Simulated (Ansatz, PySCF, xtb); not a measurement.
Donor–acceptor adduct: BH3 (SMILES B) (first 4 atoms) with H2S (SMILES S); geometry from B3LYP-D3(BJ)/def2-TZVP, rigid monomers moved along the line of their centres of mass till B1···S5 is 2.33 Å.
(charge 0, multiplicity 1):
```xyz
7

B     -0.44935    -0.32521     0.66950
H      0.40568    -0.88714     0.03847
H     -1.24784    -1.05693     1.19111
H     -0.87943     0.69036     0.20214
S      0.78769     0.31991     2.53929
H     -0.04087     1.16247     3.18424
H      1.55186     1.32593     2.07415
```

Counterpoise-corrected where a basis set is named; no monomer relaxation. Rows marked so take none.

Correlated levels freeze the cores. Rows in 6-31G* carry no dispersion term and start afresh at each structure (6-31G* with six Cartesian d functions).

The values were computed with Ansatz (a program for electronic structure) with Gaussian orbitals; PySCF for 6-31G* rows; xtb for the GFN methods. 

One of these levels gives -10.25 kcal/mol for the interaction energy. Which?
(A) GFN1-xTB
(B) HF/aug-cc-pV(T+d)Z
(C) SCS-MP2/aug-cc-pV(D+d)Z
(D) B3LYP/6-31G* (no counterpoise)

B, HF/aug-cc-pV(T+d)Z. The others give -23.32 (GFN1-xTB), -17.67 (B3LYP/6-31G* (no counterpoise)), -15.07 (SCS-MP2/aug-cc-pV(D+d)Z)
